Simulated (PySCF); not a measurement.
C2H7ISi. Atoms are numbered in the order given.

```xyz
11

Si     1.3405     0.4376     0.0000
C      2.0806    -0.2987    -1.5589
C      2.0806    -0.2987     1.5589
I     -1.1062    -0.0333     0.0000
H      1.4714     1.9212     0.0000
H      3.1633    -0.0896    -1.5958
H      1.9356    -1.3900    -1.5792
H      1.6131     0.1289    -2.4587
H      1.6131     0.1289     2.4587
H      1.9356    -1.3900     1.5792
H      3.1633    -0.0896     1.5958
```
Charge 0, spin multiplicity 1.

Geometry: B3LYP-D3(BJ)/def2-SVP. The def2 effective core potentials stand for the cores of I; spin–orbit coupling is left out.

Level of theory: PySCF with HF/def2-TZVP.

ESP charges are fitted to the potential on shells at 1.4 to 2.0 van der Waals radii. Atomic charges (e):

```tsv
atom	Mulliken	ESP fit
Si1	0.53	0.66
C2	-0.49	-0.64
C3	-0.49	-0.64
I4	-0.28	-0.25
H5	-0.04	-0.13
H6	0.12	0.18
H7	0.13	0.17
H8	0.14	0.15
H9	0.14	0.15
H10	0.13	0.17
H11	0.12	0.18
```

Give the Mayer and Wiberg (Löwdin basis) orders of the bonds. (An estimate is asked for; the answer gives what the named calculation found.)


```tsv
bond	Mayer	Wiberg
Si1–C2	0.99	1.20
Si1–C3	0.99	1.20
Si1–I4	1.04	1.50
Si1–H5	0.98	0.91
C2–H6	0.95	0.90
C2–H7	0.96	0.91
C2–H8	0.96	0.91
C3–H9	0.96	0.91
C3–H10	0.96	0.91
C3–H11	0.95	0.90
```
